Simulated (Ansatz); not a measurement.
System: CH4Al, charge 0, multiplicity 2. It need not be the lowest isomer of its formula. 
Structure (B3LYP-D3(BJ)/def2-TZVP (Ansatz, a quantum-chemistry and plane-wave program) minimum search):
SMILES: [CH3][AlH]
```xyz
6

Al    -0.1553    -0.7257    -0.2821
C      0.3902     1.0380     0.4148
H     -0.0854     1.2043     1.3877
H      0.0248     1.8209    -0.2590
H      1.4665     1.1625     0.5334
H     -1.7285    -0.9816    -0.4832
```
Charge 0, spin multiplicity 2.

Wanted: vertical ionisation energy (to the singlet state of charge +1; each state is the SCF solution reached for its spin), in eV. Valence correlation only, unless marked. Open shells are spin-unrestricted. No spin-orbit coupling. Non-relativistic. CBS marks a two-point X^-3 extrapolation of the correlation energy; Hartree-Fock from the larger set. The bracket is a focal-point correction in the basis named.

```json
[
 {"level": "HF/aug-cc-pV(Q+d)Z", "program": "Ansatz", "vertical ionisation energy (eV)": "7.22"},
 {"level": "HF/def2-QZVPPD", "program": "Ansatz", "vertical ionisation energy (eV)": "7.22"}
]
```

Problem. What does RI-MP2/CBS(aug-cc-pV(T+d)Z,aug-cc-pV(Q+d)Z)+[CCSD(T)-MP2]/aug-cc-pV(T+d)Z (Ansatz) give?

Solution. 7.42 eV, so HF/def2-QZVPPD differs from it by -0.20 eV.
